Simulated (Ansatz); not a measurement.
A structure relaxed at r2SCAN-D4/def2-SVPD in Ansatz, charge -1, singlet:

```xyz
6

Ge   -1.864    0.877   -1.003
Ge    0.195    0.041   -0.080
Ge   -0.254   -1.447    1.757
F    -1.331    1.991   -2.348
F     1.400   -1.954    2.340
F     1.854    0.491   -0.666
```

Problem. Give its formula and point group.

Solution. the cluster Ge3F3⁻. Point group C2v (tolerance 0.1 Å).

Problem. Summarise the bond lengths by kind (pairs closer than 1.2 times the sum of covalent radii, bridged metal pairs left out).

Solution. 3 × F–Ge 1.82 to 1.83 Å; 2 × Ge–Ge 2.41 Å.

The restricted singlet is unstable towards broken spin symmetry at other levels; at r2SCAN-D4/def2-SVPD this wasn't settled. Another isomer (singlet) lies 0.06 eV lower at PBE0-D4/def2-TZVPD; other spin states weren't run for this one.
